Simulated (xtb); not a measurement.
F5OSi2 (SMILES F[Si](F)O[Si](F)(F)F), doublet, geometry from GFN2-xTB. Base run: GFN2-xTB (xtb 6.7.1).

Geometry (Å):
```xyz
8

F      2.2001    -1.0644     0.6549
Si     1.7043    -0.2949    -0.6521
F      2.2777     1.1740    -0.4092
O      0.0982    -0.2215    -0.6350
Si    -1.2663     0.0606     0.1317
F     -1.1175     1.0944     1.3074
F     -1.8354    -1.2774     0.7313
F     -2.2934     0.6346    -0.9104
```
Charge 0, spin multiplicity 2.
All else is at xtb's defaults.
Base energy -31.52931 Eh.

Variants of this job, named by their change:

| change | ΔE vs base (kJ/mol) | dipole (D) | G_solv (kcal/mol) | SCF cycles |
|---|---|---|---|---|
| base | 0.00 | 1.88 | - | 13 |
| acc = 0.1 | 0.00 | 1.88 | - | 15 |
| gbsa = thf | 10.39 | 1.94 | 2.43 | 12 |
| acc = 0.0001 | 0.00 | 1.88 | - | 19 |
| alpb = water | 20.02 | 2.01 | 4.60 | 12 |
| etemp = 3000 | -0.03 | 1.87 | - | 13 |

ALPB and GBSA are two models with their own fitted parameters for each solvent, which aren't always the measured dielectric constant.
